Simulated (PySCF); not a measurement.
[IO2]+, singlet: computed properties

Method: PBE0/[I x2c-TZVPall, O x2c-TZVPall], spin-free X2C, density fitting, no spin–orbit coupling, PySCF.

The structure is a minimum.

```xyz
3
charge 1 multiplicity 1, angstrom
I     0.0000    0.0000   -0.2031
O     1.4259    0.0000    0.8069
O    -1.4259    0.0000    0.8069
```

```
Point group                                                                   : C2v
Bond lengths                                                                  : I–O 1.747 Å (×2)
Bond angles                                                                   : O–I–O 109.4°
Heat capacity Cp at 298.15 K                                                  : 43.9 J/(mol K)
Rotational constants                                                          : 0.6467, 0.2592, 0.185 cm⁻¹
Enthalpy at 298.15 K above 0 K                                                : 11.24 kJ/mol
Principal polarisabilities                                                    : 19.8, 27.8, 42.9 bohr³
Principal quadrupole moments (Buckingham, traceless) about the centre of mass : -3.87, 0.56, 3.31 D Å
Dipole moment about the centre of mass                                        : 3.05 D
Lowest empty level                                                            : -12.64 eV
Entropy at 298.15 K and 1 bar                                                 : 271.2 J/(mol K)
Zero-point energy                                                             : 13.1 kJ/mol
Highest occupied level                                                        : -16.89 eV
Rotational symmetry number                                                    : 2
```

Harmonic modes (masses in u: I 126.904, O 15.995):
| symmetry | ω (cm⁻¹) | IR (km/mol) | μ (u) |
| --- | --- | --- | --- |
| a1 | 308 | 14.1 | 17.88 |
| a1 | 923 | 0.0 | 17.21 |
| b2 | 960 | 19.3 | 18.29 |

In C2v the vibrations span 2a1 + b2. Here b1 is antisymmetric to the molecular plane and b2 lies in it.

Charges (e):
| atom | Mulliken | Löwdin | polar tensor | Mayer order to I1 |
| --- | --- | --- | --- | --- |
| I1 | 1.53 | 1.71 | 1.42 | – |
| O2,3 | -0.27 | -0.35 | -0.21 | 1.89 |
Other Mayer orders above 0.3: O–O 0.35.

Mulliken populations on I1: s 9.90, p 20.98, d 20.46, f 0.13.

Outer orbital energies (eV). occupied: -26.90, -20.21, -20.08, -19.96, -17.01, -16.96, -16.89; empty: -12.64, -8.47, -8.42, -1.54.

Counting electrons, iodine keeps 2 of its valence electrons outside its bonds, so the VSEPR class is AX2E1 and the expected shape is bent (C2v), as computed.

Only a few start shapes were tried, so a lower isomer may exist.

The final relaxation and frequency run took roughly 110 core-seconds on a shared host.
